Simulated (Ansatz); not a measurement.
Start from `[NH2][Al]([OH])[SiH3]` and change one atom or group to get `C[O][Al]([OH])[SiH3]`.

Ansatz, PBE0-D4/def2-TZVP geometries, multiplicity 1. Each molecule was computed in one conformer, which needn't be the lowest.

| property | `[NH2][Al]([OH])[SiH3]` |
| --- | --- |
| ideal-gas entropy at 298 K and 1 bar (rigid rotor, harmonic PBE0-D4/def2-TZVP) / J/(mol·K) | 366 |
| HOMO–LUMO gap (ωB97M-V/def2-TZVPP) / eV | 10.82 |
| LUMO energy (PBE/def2-TZVPP) / eV | -1.35 |
| zero-point energy (PBE0-D4/def2-TZVP) / kJ/mol | 167.5 |
| size of the dipole moment (B3LYP/def2-TZVPP) / D | 0.31 |
| HOMO energy (PBE/def2-TZVPP) / eV | -6.06 |

Q: Give the same properties after the change, and the shifts. (An estimate is asked.)

A: Computed: 
| property | `C[O][Al]([OH])[SiH3]` | shift |
| --- | --- | --- |
| ideal-gas entropy at 298 K and 1 bar (rigid rotor, harmonic PBE0-D4/def2-TZVP) / J/(mol·K) | 403 | 37 |
| HOMO–LUMO gap (ωB97M-V/def2-TZVPP) / eV | 10.69 | -0.13 |
| LUMO energy (PBE/def2-TZVPP) / eV | -1.58 | -0.23 |
| zero-point energy (PBE0-D4/def2-TZVP) / kJ/mol | 211.2 | 43.7 |
| size of the dipole moment (B3LYP/def2-TZVPP) / D | 1.44 | 1.13 |
| HOMO energy (PBE/def2-TZVPP) / eV | -6.45 | -0.39 |

With PBE0 the HOMO falls by 0.29 eV and the LUMO falls by 0.21 eV, so the gap widens by about 0.08 eV. PBE moves the HOMO by -0.39 eV and ωB97M-V by -0.10 eV. The zero-point energy changes by 43.7 kJ/mol with +6 modes. Dipoles are sizes alone; their direction can turn. Modes under 60 cm⁻¹, often nearly free rotors, make the harmonic entropy too high.

B3LYP here is the variant with VWN-RPA as its local correlation; programs differ in this.
